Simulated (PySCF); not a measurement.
**Telling isomers of C$_{6}$H$_{8}$FNSi apart by NMR**

[PySCF: coordinates at the GFN2-xTB level; PBE0/pcSseg-1 with gauge-including orbitals; one computed conformer; non-relativistic Hamiltonian; no solvent model; averaged over atoms made equivalent by symmetry, fast rotation or ring inversion]

Referencing at the same level of theory: TMS for 1H (σ = 31.72 ppm) and 13C (σ = 186.93 ppm). Splittings of carbon signals by F and P are missing where no couplings were computed. Where no couplings were computed, multiplicities follow the n + 1 count of equivalent neighbours, and m marks all less simple cases (inequivalent or close neighbours, rings, F or P nearby). Shifts are as computed. Against solution values, carbons near 30 ppm lie about +3 ppm off and those near 130 ppm about +5 ppm. Of 1309 compounds with measured shifts, 239 miss one by over three times the rms of a fit or turn the order of signals round; such compounds aren't used in these exercises.

(1) Tabulate the signals of `CC#C[Si@@H](F)[C@@H](C)C#N`, `FC[SiH2]c1ccccn1` and their relative energies.

(2) What is the quickest way to tell CC#C[Si@@H](F)[C@@H](C)C#N from FC[SiH2]c1ccccn1?

## Answers

(1) 
| SMILES | carbon types | δC | δH | E rel. (kcal/mol) |
| --- | --- | --- | --- | --- |
| CC#C[Si@@H](F)[C@@H](C)C#N | 3×C 1×CH 2×CH3 | 123.9, 117.0, 80.4, 14.0, 12.5, 5.7 | 5.15 (m, 1H), 2.20 (s, 3H), 1.98 (m, 1H), 1.58 (d, 3H) | 0.0 |
| FC[SiH2]c1ccccn1 | 1×C 4×CH 1×CH2 | 167.2, 155.4, 139.9, 137.3, 128.7, 78.2 | 8.93 (d, 1H), 7.89 (m, 1H), 7.74 (m, 1H), 7.38 (m, 1H), 5.60 (m, 2H), 4.96 (m, 2H) | 14.3 |

Energies are electronic energies at PBE0/pcSseg-1 on these geometries, without zero-point or thermal terms, each for the one conformer computed, which needn't be the lowest.

(2) Both give the same number of carbon signals, but DEPT or the intensities differ. The first has an alkyne carbon (C) at 80.4 ppm, the second an aromatic CH next to a ring nitrogen at 155.4 ppm. Their most deshielded carbons lie at 123.9 and 167.2 ppm. In the proton spectra the most deshielded non-exchanging signals are 5.15 (m, 1H) and 8.93 (d, 1H).
